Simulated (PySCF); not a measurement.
PySCF input (B3PW91/6-31G* (5d)):

```python
from pyscf import gto, dft

mol = gto.M(
    atom='''
    C     2.32003156   -0.21338363    0.15870825
    C     0.97293156   -0.28716560    0.14835701
    C     0.04644238    0.73158387   -0.30132222
    C    -1.31808495    0.71461345   -0.33571114
    C    -2.02881568   -0.52945280    0.15751773
    H     2.93969569   -1.02943903    0.51520037
    H     2.83639264    0.67598779   -0.19364562
    H     0.53479063   -1.21220202    0.51784304
    H     0.55952661    1.63510270   -0.65962978
    H    -2.72121107   -0.25516495    0.96475008
    H    -2.67244515   -0.92009068   -0.64211496
    H    -1.43177855   -1.39136554    0.53229906
    ''',
    basis='6-31g*',
    charge=-1,
    spin=0,
    verbose=4,
)

mf = dft.RKS(mol, xc='b3pw91')
mf.grids.level = 3
mf.conv_tol = 1e-9
mf.max_cycle = 100
mf.max_memory = 1500
mf.kernel()
if not mf.converged:
    mf = mf.newton()
    mf.kernel(mf.make_rdm1())
mf.dip_moment()
```

Output:

```
PySCF version 2.14.0

[INPUT] verbose = 4
[INPUT] num. atoms = 12
[INPUT] num. electrons = 38
[INPUT] charge = -1
[INPUT] spin (= nelec alpha-beta = 2S) = 0
[INPUT] symmetry False subgroup None
[INPUT] Mole.unit = angstrom
[INPUT] Symbol           X                Y                Z      unit          X                Y                Z       unit  Magmom
[INPUT]  1 C      2.320031560000  -0.213383630000   0.158708250000 AA    4.384224248747  -0.403236620166   0.299915126209 Bohr   0.0
[INPUT]  2 C      0.972931560000  -0.287165600000   0.148357010000 AA    1.838574186346  -0.542664336396   0.280354117559 Bohr   0.0
[INPUT]  3 C      0.046442380000   0.731583870000  -0.301322220000 AA    0.087763378773   1.382493151449  -0.569416471046 Bohr   0.0
[INPUT]  4 C     -1.318084950000   0.714613450000  -0.335711140000 AA   -2.490819564411   1.350423705431  -0.634402111566 Bohr   0.0
[INPUT]  5 C     -2.028815680000  -0.529452800000   0.157517730000 AA   -3.833905992423  -1.000520787884   0.297665369463 Bohr   0.0
[INPUT]  6 H      2.939695690000  -1.029439030000   0.515200370000 AA    5.555219743664  -1.945357828638   0.973587598575 Bohr   0.0
[INPUT]  7 H      2.836392640000   0.675987790000  -0.193645620000 AA    5.360005271332   1.277431786650  -0.365937187022 Bohr   0.0
[INPUT]  8 H      0.534790630000  -1.212202020000   0.517843040000 AA    1.010607824684  -2.290729825445   0.978581521112 Bohr   0.0
[INPUT]  9 H      0.559526610000   1.635102700000  -0.659629780000 AA    1.057352052306   3.089896288537  -1.246519627807 Bohr   0.0
[INPUT] 10 H     -2.721211070000  -0.255164950000   0.964750080000 AA   -5.142343649435  -0.482191872088   1.823113429852 Bohr   0.0
[INPUT] 11 H     -2.672445150000  -0.920090680000  -0.642114960000 AA   -5.050189416422  -1.738719394965  -1.213421414886 Bohr   0.0
[INPUT] 12 H     -1.431778550000  -1.391365540000   0.532299060000 AA   -2.705669330527  -2.629299809758   1.005899439763 Bohr   0.0

nuclear repulsion = 146.843668474656
number of shells = 44
number of NR pGTOs = 163
number of NR cGTOs = 84
basis = 6-31g*
ecp = {}

******** <class 'pyscf.dft.rks.RKS'> ********
method = RKS
initial guess = minao
damping factor = 0
level_shift factor = 0
DIIS = <class 'pyscf.scf.diis.CDIIS'>
diis_start_cycle = 1
diis_space = 8
diis_damp = 0
SCF conv_tol = 1e-09
SCF conv_tol_grad = None
SCF max_cycles = 100
direct_scf = True
direct_scf_tol = 1e-13
XC library pyscf.dft.libxc version 7.1.2
    S. Lehtola, C. Steigemann, M. J. T. Oliveira, and M. A. L. Marques,  SoftwareX 7, 1–5 (2018)
XC functionals = b3pw91
    A. D. Becke,  J. Chem. Phys. 98, 5648 (1993)
radial grids:
    Treutler-Ahlrichs [JCP 102, 346 (1995); DOI:10.1063/1.469408] (M4) radial grids

becke partition: Becke, JCP 88, 2547 (1988); DOI:10.1063/1.454033
pruning grids: <function nwchem_prune>
grids dens level: 3
symmetrized grids: False
atomic radii adjust function: <function treutler_atomic_radii_adjust>
small_rho_cutoff = 0
Set gradient conv threshold to 3.16228e-05
Initial guess from minao.
tot grids = 139248
init E= -194.844645636483
  HOMO = -0.233882976023247  LUMO = -0.105983738345431  gap/eV = 3.48032
cycle= 1 E= -194.423289929566  delta_E= 0.421  |g|= 0.618  |ddm|= 3.21
  HOMO = 0.218107576443216  LUMO = 0.276956494147544  gap/eV = 1.60136
cycle= 2 E= -194.319750422398  delta_E= 0.104  |g|= 0.832  |ddm|= 3.03
  HOMO = 0.0514317566051479  LUMO = 0.203657354696522  gap/eV = 4.14227
cycle= 3 E= -194.53450521849  delta_E= -0.215  |g|= 0.227  |ddm|= 2.21
  HOMO = 0.0668218663308551  LUMO = 0.190280556980285  gap/eV = 3.35948
cycle= 4 E= -194.549921397468  delta_E= -0.0154  |g|= 0.0441  |ddm|= 0.32
  HOMO = 0.0623127853796639  LUMO = 0.191417785881819  gap/eV = 3.51313
cycle= 5 E= -194.550363292568  delta_E= -0.000442  |g|= 0.0207  |ddm|= 0.065
  HOMO = 0.0624936472370852  LUMO = 0.192124610895306  gap/eV = 3.52744
cycle= 6 E= -194.550472400611  delta_E= -0.000109  |g|= 0.00339  |ddm|= 0.0226
  HOMO = 0.0623441320597928  LUMO = 0.192226441587799  gap/eV = 3.53428
cycle= 7 E= -194.550475024709  delta_E= -2.62e-06  |g|= 0.00142  |ddm|= 0.00542
  HOMO = 0.0623452198043233  LUMO = 0.19217812378314  gap/eV = 3.53293
cycle= 8 E= -194.550475531501  delta_E= -5.07e-07  |g|= 0.000364  |ddm|= 0.00175
  HOMO = 0.0623202049388181  LUMO = 0.19218183854165  gap/eV = 3.53372
cycle= 9 E= -194.550475566129  delta_E= -3.46e-08  |g|= 0.000108  |ddm|= 0.000617
  HOMO = 0.0623244744418399  LUMO = 0.192187189638171  gap/eV = 3.53374
cycle= 10 E= -194.550475568994  delta_E= -2.86e-09  |g|= 2.75e-05  |ddm|= 0.000139
  HOMO = 0.0623246337519956  LUMO = 0.192186528498073  gap/eV = 3.53372
cycle= 11 E= -194.550475569195  delta_E= -2.01e-10  |g|= 3.63e-06  |ddm|= 4.17e-05
  HOMO = 0.0623254213189774  LUMO = 0.192186827214975  gap/eV = 3.53371
Extra cycle  E= -194.550475569197  delta_E= -2.22e-12  |g|= 3.39e-06  |ddm|= 1.21e-05
converged SCF energy = -194.550475569197

WARN: System has nonzero charge -1; the dipole moment is origin-dependent.
Location of origin: [0. 0. 0.]

Dipole moment(X, Y, Z, Debye):  1.94980, -2.55418,  1.11609
```

The dipole moment of an ion depends on the origin.

The geometry given is a B3LYP-D3(BJ)/def2-TZVP minimum.
